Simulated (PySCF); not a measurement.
**Electron correlation in Ag (silver, neutral)**

[Kr] 4d9 5s1 5p1, one real determinant (an excited configuration). All numbers are calculated (PySCF 2.14, the spin-free X2C one-electron Hamiltonian (Gaussian nucleus), in x2c-QZVPPall (13s8p7d4f2g, 118 functions)). Frozen: [Ar] 3d10; 19 electrons correlated.

MP2 pair energies summed by pair of shells (mhartree):

```json
{"pair": "4d-4d", "energy": "-292.74", "share (%)": "44.7"}
{"pair": "4p-4d", "energy": "-184.78", "share (%)": "28.2"}
{"pair": "4p-4p", "energy": "-52.21", "share (%)": "8.0"}
{"pair": "4s-4d", "energy": "-35.80", "share (%)": "5.5"}
{"pair": "4d-5s", "energy": "-32.99", "share (%)": "5.0"}
{"pair": "4s-4p", "energy": "-26.63", "share (%)": "4.1"}
{"pair": "4d-5p", "energy": "-14.58", "share (%)": "2.2"}
{"pair": "4p-5s", "energy": "-5.14", "share (%)": "0.8"}
{"pair": "4s-4s", "energy": "-4.57", "share (%)": "0.7"}
{"pair": "4p-5p", "energy": "-2.09", "share (%)": "0.3"}
{"pair": "5s-5p", "energy": "-1.96", "share (%)": "0.3"}
{"pair": "4s-5s", "energy": "-0.54", "share (%)": "0.1"}
{"pair": "4s-5p", "energy": "-0.24", "share (%)": "0.0"}
```

Total MP2 correlation energy: -654.26 mhartree.

Same-spin part -216.77 and opposite-spin part -437.48 mhartree; SCS-MP2 scales them by 1/3 and 6/5 to -597.23 mhartree.

The basis was made for the ground configuration and has no added diffuse functions, which can raise the energy of the promoted electron.

The reference is one real determinant that mixes LS terms of this configuration.

This basis was not built for core-valence correlation, so the inner-shell part is incomplete.
